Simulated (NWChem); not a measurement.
System: TiNH₂SCl; SMILES [NH2][Ti](=[S])[Cl]

Input file for NWChem:

```
start job
memory heap 200 mb stack 900 mb global 1100 mb
geometry units angstroms noautosym nocenter noautoz
  Ti     0.206352     0.052827    -0.042682
  S     -0.968986     1.730709     0.015502
  Cl    -0.626377    -2.011963    -0.029238
  N      1.945114     0.434339     0.455774
  H      2.656838    -0.280120     0.612594
  H      2.316509     1.350860     0.696088
end
basis spherical
  * library pcsseg-1
end
dft
  xc bhlyp
  iterations 150
end
property
  shielding
  efieldgrad
end
task dft property
```

Excerpt of the output:

```
             Northwest Computational Chemistry Package (NWChem) 7.3.0
             --------------------------------------------------------

                             Geometry "geometry" -> ""
                             -------------------------

 Output coordinates in angstroms (scale by  1.889725989 to convert to a.u.)

  No.       Tag          Charge          X              Y              Z
 ---- ---------------- ---------- -------------- -------------- --------------
    1 Ti                  22.0000     0.20635200     0.05282700    -0.04268200
    2 S                   16.0000    -0.96898600     1.73070900     0.01550200
    3 Cl                  17.0000    -0.62637700    -2.01196300    -0.02923800
    4 N                    7.0000     1.94511400     0.43433900     0.45577400
    5 H                    1.0000     2.65683800    -0.28012000     0.61259400
    6 H                    1.0000     2.31650900     1.35086000     0.69608800

 Effective nuclear repulsion energy (a.u.)     323.6925677726

                              NWChem Property Module
                              ----------------------

  itol2e modified to match energy
  convergence criterion.

                                 NWChem DFT Module
                                 -----------------

 Summary of "ao basis" -> "ao basis" (spherical)
 ------------------------------------------------------------------------------
       Tag                 Description            Shells   Functions and Types
 ---------------- ------------------------------  ------  ---------------------
 Ti                         pcsseg-1                15       45   5s6p3d1f
 S                          pcsseg-1                10       24   4s5p1d
 Cl                         pcsseg-1                10       24   4s5p1d
 N                          pcsseg-1                 7       17   3s3p1d
 H                          pcsseg-1                 3        5   2s1p

  itol2e modified to match energy
  convergence criterion.

            General Information
            -------------------
          SCF calculation type: DFT
          Wavefunction type:  closed shell.
          No. of atoms     :     6
          No. of electrons :    64
           Alpha electrons :    32
            Beta electrons :    32
          Charge           :     0
          Spin multiplicity:     1
          Use of symmetry is: off; symmetry adaption is: off
          Maximum number of iterations: 150
          AO basis - number of functions:   120
                     number of shells:    48
          Convergence on energy requested:  1.00D-07
          Convergence on density requested:  1.00D-05
          Convergence on gradient requested:  5.00D-04

              XC Information
              --------------
                        BHLYP Method XC Functional
                     Hartree-Fock (Exact) Exchange  0.500
                        Slater Exchange Functional  0.500 local
                    Becke 1988 Exchange Functional  0.500 non-local
              Lee-Yang-Parr Correlation Functional  1.000

             Grid Information
             ----------------
          Grid used for XC integration:  fine
          Radial quadrature: Mura-Knowles
          Angular quadrature: Lebedev.
          Tag              B.-S. Rad. Rad. Pts. Rad. Cut. Ang. Pts.
          ---              ---------- --------- --------- ---------
          Ti                  1.40      140          10.0       974
          S                   1.00      123          12.0       770
          Cl                  1.00      123          12.0       770
          N                   0.65       70          10.0       590
          H                   0.35       60          11.0       590
          Grid pruning is: on
          Number of quadrature shells:   576
          Spatial weights used:  Erf1

      Superposition of Atomic Density Guess
      -------------------------------------

 Sum of atomic energies:       -1760.42898388

      Non-variational initial energy
      ------------------------------

[...]

          -----------------------------------------
          Chemical Shielding Tensors (GIAO, in ppm)
          -----------------------------------------

                                NWChem CPHF Module
                                ------------------

  scftype          =     RHF
  nclosed          =       32
  nopen            =        0
  variables        =     2816
  # of vectors     =        3
  tolerance        = 0.10D-03
  level shift      = 0.00D+00
  max iterations   =       50
  max subspace     =       30

 SCF residual:    4.0352924035838672E-005

Iterative solution of linear equations
  No. of variables     2816
  No. of equations        3
  Maximum subspace       30
        Iterations       50
       Convergence  1.0D-04

   iter   nsub   residual    time
   ----  ------  --------  ---------
     1      3    2.15D+00      51.1
     2      6    4.21D-01      59.4
     3      9    7.23D-02      67.6
     4     12    2.34D-02      75.8
     5     15    4.10D-03      84.1
     6     18    9.84D-04      92.2
     7     21    3.41D-04     100.6
     8     24    3.71D-05     109.1

      Atom:    1  Ti
        Diamagnetic
   1614.2765      0.4374      3.1968
      0.4374   1615.6341      1.1513
      3.1968      1.1513   1597.6993

        Paramagnetic
  -3255.0986  -1236.3771    -74.0476
  -1236.3771  -2554.7272    -64.7035
    -74.0476    -64.7035  -3899.4787

        Total Shielding Tensor
  -1640.8221  -1235.9397    -70.8508
  -1235.9397   -939.0932    -63.5522
    -70.8508    -63.5522  -2301.7794

           isotropic =   -1627.2315
          anisotropy =   -1465.8355

          Principal Components and Axis System
                 1           2           3
            -2604.4552  -2272.0870     -5.1525

      1         0.7608     -0.2406     -0.6028
      2         0.5760     -0.1776      0.7979
      3         0.2990      0.9542     -0.0035

      Atom:    2  S
        Diamagnetic
   1058.9459     -3.4587      0.0161
     -3.4587   1061.9334     -0.0303
      0.0161     -0.0303   1056.6042

        Paramagnetic
  -3469.1524  -2323.0800   -302.4462
  -2323.0800  -2006.6306   -179.6330
   -302.4462   -179.6330  -3320.2005

        Total Shielding Tensor
  -2410.2065  -2326.5387   -302.4301
  -2326.5387   -944.6972   -179.6633
   -302.4301   -179.6633  -2263.5963

           isotropic =   -1872.8333
          anisotropy =   -3461.6645

          Principal Components and Axis System
                 1           2           3
            -4180.6096  -2200.0267    762.1364

      1         0.7940     -0.1382     -0.5921
      2         0.5808     -0.1154      0.8058
      3         0.1797      0.9837      0.0113

      Atom:    3  Cl
        Diamagnetic
   1147.8245      2.9221      0.0483
      2.9221   1154.0093      0.0800
      0.0483      0.0800   1146.3836

        Paramagnetic
  -1080.2954    321.4951    -29.1037
    321.4951   -342.0610     -1.1232
    -29.1037     -1.1232   -701.7373

        Total Shielding Tensor
     67.5290    324.4172    -29.0555
    324.4172    811.9483     -1.0432
    -29.0555     -1.0432    444.6463

           isotropic =     441.3746
          anisotropy =     738.5506

          Principal Components and Axis System
                 1           2           3
              933.7416    445.8320    -55.4499

      1         0.3513     -0.0422      0.9353
      2         0.9360      0.0402     -0.3498
      3        -0.0229      0.9983      0.0536

      Atom:    4  N
        Diamagnetic
    333.3629      0.5271      7.8753
      0.5271    327.9005      2.4780
      7.8753      2.4780    310.1612

        Paramagnetic
   -173.4957    130.1621     -3.1764
    130.1621   -759.7910    -43.9608
     -3.1764    -43.9608   -119.7371

        Total Shielding Tensor
    159.8673    130.6892      4.6989
    130.6892   -431.8905    -41.4828
      4.6989    -41.4828    190.4242

           isotropic =     -27.1997
          anisotropy =    -652.3727

          Principal Components and Axis System
                 1           2           3
             -462.1148    195.1148    185.4010

      1        -0.2057     -0.4372      0.8755
      2         0.9766     -0.1498      0.1546
      3         0.0636      0.8868      0.4577

      Atom:    5  H
        Diamagnetic
     38.2642     -8.7302      4.0753
     -8.7302     32.7863     -1.6929
      4.0753     -1.6929     22.5552

        Paramagnetic
    -20.7935     16.0218     -6.9334
     16.0218    -12.9366      1.9365
     -6.9334      1.9365      7.6475

        Total Shielding Tensor
     17.4707      7.2917     -2.8581
      7.2917     19.8497      0.2437
     -2.8581      0.2437     30.2027

           isotropic =      22.5077
          anisotropy =      12.7909

          Principal Components and Axis System
                 1           2           3
               31.0350     25.5025     10.9856

      1        -0.2888      0.5758      0.7649
      2        -0.1677      0.7561     -0.6325
      3         0.9426      0.3109      0.1218

      Atom:    6  H
        Diamagnetic
     31.2465      7.7339      3.9080
      7.7339     38.8946      4.7093
      3.9080      4.7093     22.5905

        Paramagnetic
    -12.8313    -14.1200     -7.0573
    -14.1200    -30.3569     -9.5083
     -7.0573     -9.5083      4.4694

        Total Shielding Tensor
     18.4153     -6.3861     -3.1493
     -6.3861      8.5377     -4.7990
     -3.1493     -4.7990     27.0599

           isotropic =      18.0043
          anisotropy =      15.7961

          Principal Components and Axis System
                 1           2           3
               28.5350     21.4826      3.9952

      1        -0.1933      0.8787      0.4364
      2        -0.1701     -0.4681      0.8671
      3         0.9663      0.0934      0.2400
```

Level: BHandHLYP/pcSseg-1, GIAO. The geometry was optimised at PBE0/def2-SVP. NWChem prints the field gradient with the sign opposite to the second derivative of the potential. The printed shielding anisotropy is the first printed principal value minus the mean of the other two.
